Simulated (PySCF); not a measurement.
# [MoS2]2+, singlet: molecular constants

These are results of PySCF, PBE0, basis Mo def2-TZVP with ECP28, S def2-TZVP (scalar-relativistic core potentials, no spin–orbit coupling, density fitting), not measurements.

The structure is a minimum.

Coordinates in bohr (charge 2 multiplicity 1):
```
Mo    0.0000    0.0000   -0.9346
S     3.0372    0.0000    1.4343
S    -3.0372    0.0000    1.4343
```

* Point group: C2v
* Bond lengths: Mo–S 2.038 Å (×2)
* Bond angles: S–Mo–S 104.1°
* Highest occupied level: -19.19 eV
* Dipole moment about the centre of mass: 1.45 D
* Rotational symmetry number: 2
* Heat capacity Cp at 298.15 K: 49.0 J/(mol K)
* Lowest empty level: -16.67 eV
* Principal quadrupole moments (Buckingham, traceless) about the centre of mass: -8.11, -0.45, 8.56 D Å
* Rotational constants: 0.2773, 0.1021, 0.07461 cm⁻¹
* Principal polarisabilities: 28.9, 41.9, 87.8 bohr³
* Zero-point energy: 8.9 kJ/mol
* Entropy at 298.15 K and 1 bar: 286.6 J/(mol K)
* Enthalpy at 298.15 K above 0 K: 11.98 kJ/mol

Harmonic modes (masses in u: Mo 97.905, S 31.972):
```json
{"symmetry": "a1", "ω (cm⁻¹)": "254", "IR (km/mol)": "0.6", "μ (u)": "36.25", "type": "bend"}
{"symmetry": "b2", "ω (cm⁻¹)": "604", "IR (km/mol)": "20.5", "μ (u)": "39.69", "type": "stretch"}
{"symmetry": "a1", "ω (cm⁻¹)": "625", "IR (km/mol)": "0.0", "μ (u)": "37.53", "type": "stretch"}
```

In C2v the vibrations span 2a1 + b2. Here b1 is antisymmetric to the molecular plane and b2 lies in it.

Charges (e):
| atom | Mulliken | Löwdin | polar tensor | Mayer order to Mo1 |
| --- | --- | --- | --- | --- |
| Mo1 | 1.42 | 0.54 | 1.54 | – |
| S2,3 | 0.29 | 0.73 | 0.23 | 2.51 |

Mulliken populations on Mo1 (electrons outside its core potential): s 2.14, p 6.12, d 4.30, f 0.02.

Formally Mo is in oxidation state +6, d0. A d0 centre has no lone pair, yet it is C2v rather than linear: covalent bonding through the d orbitals favours lower symmetry. The polar-tensor charge on Mo, 1.54, is far below the formal one.

Only a few start shapes were tried, so a lower isomer may exist.

The final relaxation and frequency run took about 60 core-seconds on a shared host.
